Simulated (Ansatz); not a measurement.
A structure relaxed at PBE/def2-SVPD in Ansatz, charge -1, singlet:

```xyz
7

Li    0.3530   -0.8793   -0.3383
Li    1.0071    1.4366   -1.8892
Li   -1.5490    1.4417   -0.2251
Na    1.1673    1.6385    1.4200
Na   -1.5770   -0.8278   -2.6496
Na   -1.7049   -0.8858    1.9683
Na    2.3036   -1.9239    1.7138
```

**Question.** Give its formula.

**Answer.** Na₄Li₃⁻.

**Question.** Summarise the bond lengths by kind (pairs closer than 1.2 times the sum of covalent radii, bridged metal pairs left out).

**Answer.** 9 × Li–Na 3.01 to 3.52 Å; 3 × Li–Li 2.86 to 3.05 Å; 2 × Na–Na 3.75 to 3.86 Å.

The restricted singlet is unstable towards broken spin symmetry in Hartree–Fock (as tested in another run); at PBE/def2-SVPD this wasn't settled. The highest occupied level of the charge -1 singlet lies above zero (up to 0.10 eV). The electron is either unbound and held by the finite basis, or the level is raised by self-interaction error. Another isomer (singlet) lies 0.03 eV lower at r2SCAN/def2-TZVPD; other spin states weren't run for this one.
